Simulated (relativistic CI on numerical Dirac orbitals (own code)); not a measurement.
## Cl: sensitivity of the levels to the model

Base calculation: Dirac-Coulomb-Breit CI, separate exchange-only KLI orbitals for each configuration, a model potential for QED, valence Slater integrals scaled by 0.85, P86 correlation energy added to each configuration.

Configuration list (outside the closed core [Ne]): 3s2 3p5, 3s2 3p4 4s, 3s2 3p4 4p, 3s 3p6, 3s2 3p4 3d, 3s2 3p4 5s, 3s2 3p4 5p, 3s2 3p4 4d, 3s2 3p4 4f, 3s2 3p4 5d, 3s2 3p4 5f, 3s2 3p4 5g, 3s 3p5 3d, 3s2 3p3 3d2, 3s2 3p2 3d2 4s, 3s2 3p2 3d2 4p, 3s2 3p2 3d3, 3s2 3p2 3d2 5s, 3s2 3p2 3d2 5p, 3s2 3p3 4s2, 3s2 3p2 4s2 4p, 3s2 3p2 3d 4s2, 3s2 3p2 4s2 5s, 3s2 3p2 4s2 5p. Double excitations out of closed p, d and f shells are left out; levels of such configurations are missing from the list, as are those of other unlisted configurations, and high levels can miss mixing partners. These lack a partner that the ground configuration has and come out too high: 3s2 3p4 4d, 3s2 3p4 4f, 3s2 3p4 5d, 3s2 3p4 5f, 3s2 3p4 5g.

The lowest level and the first level of each name with at least 55 % of one term (blank where a level has no safe partner in the second run):

| Level | Base (cm⁻¹) | Shift (cm⁻¹) |
| --- | --- | --- |
| 3s2 3p5 2P°_3/2 | 0.0 | 0.0 |
| 3s2 3p5 2P°_1/2 | 885.1 | +0.2 |
| 3s2 3p4 4s 4P_5/2 | 70681.7 | +2478.9 |
| 3s2 3p4 4s 4P_3/2 | 71220.4 | +2479.0 |
| 3s2 3p4 4s 4P_1/2 | 71563.8 | +2479.0 |
| 3s2 3p4 4s 2P_3/2 | 73007.3 | +2479.8 |
| 3s2 3p4 4s 2P_1/2 | 73655.7 | +2479.9 |
| 3s2 3p4 4p 4P°_5/2 | 80527.9 | +3409.0 |
| 3s2 3p4 4p 4P°_3/2 | 80739.0 | +3409.0 |
| 3s2 3p4 4p 4P°_1/2 | 80982.9 | +3408.9 |
| 3s2 3p4 4p 4D°_7/2 | 81323.1 | +3410.2 |
| 3s2 3p4 4p 4D°_5/2 | 81574.1 | +3410.2 |
| 3s2 3p4 4p 4D°_3/2 | 81931.4 | +3410.0 |
| 3s2 3p4 4p 2D°_5/2 | 82092.6 | +3410.2 |

Correlation outside the listed configurations is missing or only estimated: errors of thousands of cm⁻¹ between configurations and terms are usual at this charge. Rates and lifetimes follow the computed energies and can be off by large factors. The fine structure of a lone outer electron comes out too small, for d and f at times inverted, and misplaced configurations move strength between like terms. 20 of the 21 excited levels that our extract of the measured tables holds in this range could be paired (the sources list more); they are missed by 1853 cm⁻¹ on average and 2878 at most, and levels without a partner can miss by more.

**Question.** One thing was changed in a second run, which moved the levels as shown. Which?
A. configuration mixing switched off
B. no correlation estimate
C. self-excluded LDA correlation estimate
D. Breit term removed
E. QED terms removed

**Answer.** C. Self-excluded LDA correlation estimate. A correlation estimate moves all levels of a configuration together before mixing; mixed levels move by a weighted share.

LS names give the leading component of a level, which can be under half, so a name can repeat, a term be missing and a line seem to break the LS rules.
